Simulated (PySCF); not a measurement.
PySCF input for AlH2Cl, SMILES [AlH2][Cl], IEF-PCM-M06-2X/def2-TZVPD. Coordinates come from a B3LYP-D3(BJ)/def2-TZVP optimisation.

```python
import numpy as np
from pyscf import gto, scf, dft
from pyscf.solvent import pcm

mol = gto.M(
    atom='''
    Al    0.00000000    0.00000000    1.07346169
    H     0.00000000   -1.39137328    1.79925321
    H     0.00000000    1.39137327    1.79925322
    Cl    0.00000000    0.00000000   -1.03255931
    ''',
    basis='def2-TZVPD',
    charge=0,
    spin=0,
    max_memory=1600,
    verbose=3,
)
mf = dft.RKS(mol, xc='m06-2x').density_fit(auxbasis='def2-universal-jkfit')
mf.grids.level = 4
mf.conv_tol = 1e-9
mf.max_cycle = 100
mf.kernel()
res = {}
for name, eps in {'water': 78.355, 'cyclohexanone': 15.619, 'N,N-dimethylformamide': 37.219}.items():
    s = mf.PCM()
    s.with_solvent.method, s.with_solvent.eps, s.with_solvent.lebedev_order = 'IEF-PCM', eps, 29
    s.kernel(mf.make_rdm1())
    res[name] = (s.e_tot, eps, s.dip_moment(), s.mo_energy, s.converged)
    print(f'{name}: electrostatic solvation free energy {(s.e_tot - mf.e_tot) * 627.509474:.3f} kcal/mol')
```

Output:

```
converged SCF energy = -703.862742901244

WARN: PCM is an experimental feature. It is still in testing.
Features and APIs may be changed in the future.

converged SCF energy = -703.870326983837
Dipole moment(X, Y, Z, Debye): -0.00000,  0.00000,  1.92416
water: electrostatic solvation free energy -4.759 kcal/mol

WARN: PCM is an experimental feature. It is still in testing.
Features and APIs may be changed in the future.

converged SCF energy = -703.86969053416
Dipole moment(X, Y, Z, Debye): -0.00000,  0.00000,  1.88495
cyclohexanone: electrostatic solvation free energy -4.360 kcal/mol

WARN: PCM is an experimental feature. It is still in testing.
Features and APIs may be changed in the future.

converged SCF energy = -703.870147369656
Dipole moment(X, Y, Z, Debye): -0.00000,  0.00000,  1.91312
N,N-dimethylformamide: electrostatic solvation free energy -4.646 kcal/mol
```

Self-consistency was reached.

Cost: around 40 core-seconds (rough).
